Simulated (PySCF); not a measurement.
**C₆ coefficients of unlike pairs at TPSS**

Calculated with PySCF 2.14 from the dipole response of each species, C₆(A,B) = (3/π) ∫ α_A(iu) α_B(iu) du, in atomic units, from isotropic polarisabilities. For ions this is the dispersion term alone; charge-induced terms of lower order in 1/R come first.

```tsv
species	configuration	basis	relativity	α (bohr³)	C₆ (like pair)
Ar⁺	[Ne] 3s2 3p5 (2P)	dyall-av2z (13s9p2d)	none	6.631	30.91
Bi³⁺	[Xe] 4f14 5d10 6s2 (1S)	aug-cc-pVQZ-DK3 (10s9p7d4f2g)	spin-free X2C	9.870	58.47
N³⁺	[He] 2s2 (1S)	aug-cc-pV5Z (7s6p5d4f3g2h)	none	2.139	2.190
As	[Ar] 3d10 4s2 4p3 (4S)	aug-cc-pwCVDZ-PP with ECP10MDF (6s5p4d1f)	core potential	31.73	276.9
```

Task: Estimate C₆ for Bi³⁺ with Ar⁺.

Result: The integral gives 42.31. The combination rule 2 C_A C_B / (C_A α_B/α_A + C_B α_A/α_B) gives 42.38 and the geometric mean 42.51.

No spin-orbit coupling is included.

The other pairs:

```csv
pair,C₆
"As, Bi³⁺",117.9
"N³⁺, Bi³⁺",11.17
"N³⁺, Ar⁺",8.111
"As, N³⁺",23.86
"As, Ar⁺",84.78
```
